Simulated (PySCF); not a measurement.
Isomers of C3H5B, mass 52.048 u with the commonest isotopes. Computed with PySCF 2.14.0, PBE0-D3(BJ)/def2-SVP geometry optimisation, gas phase. One conformer each, none proved a minimum here; rigid rotors.

**Question.** Order these by rotational constant B, largest first.
A. `[BH2:1][CH2:2][C:3]#[CH:4]` with H–B1–C2–C3 5° and -176°
B. `[BH2:1][C:2]1=[CH:3][CH2:4]1` with H–B1–C2–C3 -65° and 116°
C. `C(#CC)B`

**Answer.** B (6535 MHz), A (4543 MHz), C (3519 MHz).

**Question.** Order these by radius of gyration √(Σ m r²/M), smallest first.
A. `CC#CB`
B. `[BH2:1][C:2]1=[CH:3][CH2:4]1` with H–B1–C2–C3 -65° and 116°
C. `[BH2:1][CH2:2][C:3]#[CH:4]` with H–B1–C2–C3 5° and -176°

**Answer.** B (1.366 Å), C (1.552 Å), A (1.683 Å).

**Question.** Order these by rotational constant A, largest first.
A. `[BH2:1][CH2:2][C:3]#[CH:4]` with H–B1–C2–C3 5° and -176°
B. `BC#CC`
C. `[BH2:1][C:2]1=[CH:3][CH2:4]1` with H–B1–C2–C3 -65° and 116°

**Answer.** B (93708 MHz), A (32165 MHz), C (21986 MHz).

```csv
SMILES,point group,Ia (u·Å²),Ib (u·Å²),Ic (u·Å²),κ,μa (D),μb (D),μc (D)
BC#CC,near Cs,5.39,143.62,145.84,-1.00,2.30,0.05,0.02
BCC#C,near Cs,15.71,111.24,123.90,-0.97,0.45,0.67,0.04
BC1=CC1,–,22.99,77.33,94.02,-0.86,0.78,0.37,0.19
```
